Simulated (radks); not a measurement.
All-electron atom: Cs I in [Xe] 6s1.

Calculated with a radial shooting solver on a logarithmic mesh with Libxc functionals: Dirac Kohn-Sham, BLYP, spin-unpolarised, spherical densities, point nucleus; speed of light set to 411.108 atomic units (3 times the physical value, a model run).

Energy parts (hartree):
part                       energy
total                  -7580.9192
kinetic                 7627.4365
electron-nucleus      -18015.8603
Hartree                 2995.0064
exchange-correlation    -187.5018

Orbitals (lengths in bohr, moments of r in powers of bohr; <r^-3> diverges for s and p1/2; r(90%) holds 90 % of the orbital's charge):
orbital  occ.  eigenvalue (hartree)  r(90%)      <r^4>  <r^-3>
1s1/2       2             -1264.010  0.0489  2.588e-06       -
2s1/2       2             -193.5795   0.181  0.0004526       -
2p1/2       2             -182.3991   0.162  0.0002925       -
2p3/2       4             -181.0847   0.163  0.0002986    5556
3s1/2       2             -40.18436   0.457    0.01855       -
3p1/2       2             -35.43544   0.452    0.01758       -
3p3/2       4             -35.18549   0.453    0.01785    1063
3d3/2       4             -26.39693   0.428    0.01411   174.3
3d5/2       6             -26.33841   0.429    0.01418   172.7
4s1/2       2              -7.52429    1.04     0.5040       -
4p1/2       2              -5.81535    1.09     0.6130       -
4p3/2       4              -5.76435    1.10     0.6227   217.2
4d3/2       4              -2.82903    1.26      1.076   28.35
4d5/2       6              -2.81963    1.26      1.082   28.06
5s1/2       2              -0.90897    2.62      20.43       -
5p1/2       2              -0.49546    3.11      41.05       -
5p3/2       4              -0.48934    3.13      41.92   26.04
6s1/2       1              -0.07142    8.66       2396       -
6p1/2       0              -0.02519    12.6      10950       -
6p3/2       0              -0.02493    12.7      11160   1.139
5d3/2       0              -0.01755    9.85       4561  0.5959
5d5/2       0              -0.01736    9.90       4650  0.5854

The highest occupied level is 6s1/2 at -1.943 eV. The density falls to 0.001 e/bohr^3 at r = 4.74 bohr.
